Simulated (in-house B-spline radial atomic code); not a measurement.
Configurations of W7+, with energies counted from [Xe] (4f5/2)6 (4f7/2)7. Method: Dirac-Hartree-Fock, average of each configuration as written, Fermi nucleus of rms radius 5.3658 fm. Calculated with a B-spline radial code for spherical atoms. Energies include first-order Breit, QED and recoil terms.

Occupations are held fixed; configurations that lie above the ionisation limit could autoionise.

```tsv
configuration	E - E(ref) (eV)	highest orbital	its <r> (bohr)
[Xe] (4f5/2)5 (4f7/2)8	2.1354	5p3/2	1.185
[Kr] 4d10 (4f5/2)6 (4f7/2)7 5s2 (5p1/2)2 (5p3/2)3 (7p1/2)1	99.9	7p1/2	3.885
[Xe] (4f5/2)5 (4f7/2)7 7s1	104.67	7s1/2	3.578
[Kr] 4d10 (4f5/2)5 (4f7/2)8 5s2 (5p1/2)2 (5p3/2)3 (7d3/2)1	110.8	7d3/2	4.687
[Kr] 4d10 (4f5/2)5 (4f7/2)8 5s2 (5p1/2)2 (5p3/2)3 (9d5/2)1	126.77	9d5/2	9.399
[Kr] (4d3/2)4 (4d5/2)5 (4f5/2)5 (4f7/2)8 5s2 5p6 (5g7/2)1	333.54	5g7/2	3.347
```

Q: Order these further configurations by energy, lowest first.
A. [Kr] 4d10 (4f5/2)5 (4f7/2)8 5s2 (5p1/2)2 (5p3/2)3 9s1
B. [Xe] (4f5/2)6 (4f7/2)6 (5g7/2)1
C. [Xe] (4f5/2)6 (4f7/2)6 (8d5/2)1
D. [Kr] 4d10 (4f5/2)5 (4f7/2)8 5s2 (5p1/2)2 (5p3/2)3 8s1
E. [Xe] (4f5/2)6 (4f7/2)6 (8g7/2)1

A: B (113.07 eV), D (113.3 eV), A (122.11 eV), C (125.42 eV), E (134.46 eV).

Q: How far above the reference does [Xe] (4f5/2)4 (4f7/2)8 (6g7/2)1 lie?

A: 128 eV; its least bound orbital is 6g7/2 with <r> = 5.358 bohr.
